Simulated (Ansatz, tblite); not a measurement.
Forces on the cluster Cu3H3⁻ at its PBE0-D4/def2-SVPD geometry. Charge -1, multiplicity 2.

The xTB rows come from tblite. At PBE-D4/def2-TZVPD the highest occupied level of the charge -1 doublet lies above zero (up to 0.31 eV). By energy differences its removal costs 2.02 eV (vertical, to the charge 0 singlet, at PBE-D4/def2-TZVPD); a positive level beside a positive removal energy at the same level points to self-interaction error. The structure comes from a short search, and lower isomers may exist.

GFN1-xTB (tblite), largest force 0.88 eV/Å:

```xyz
6
positions Å, forces eV/Å
Cu    0.014    0.104    0.683    0.473    0.408    0.435
Cu    1.565    0.524    2.529   -0.484    0.324   -0.653
Cu   -0.742   -0.018   -1.674   -0.043   -0.235    0.002
H    -0.747   -0.824   -2.993    0.061    0.303    0.448
H     0.755   -0.727    1.829   -0.270   -0.592   -0.279
H    -0.844    0.942   -0.374    0.262   -0.207    0.047
```

GFN2-xTB (tblite), largest force 0.75 eV/Å:

```
Cu 0.118 0.220 0.536
Cu 0.040 -0.071 0.103
Cu -0.335 0.063 -0.667
H 0.063 0.027 0.188
H 0.031 0.010 -0.047
H 0.083 -0.249 -0.112
```

PBE-D4/def2-TZVPD (Ansatz), largest force 0.19 eV/Å:

```
Cu 0.036 -0.047 -0.021
Cu 0.078 0.118 0.096
Cu 0.034 -0.165 -0.086
H -0.024 0.081 0.046
H -0.072 -0.105 -0.051
H -0.051 0.117 0.017
```
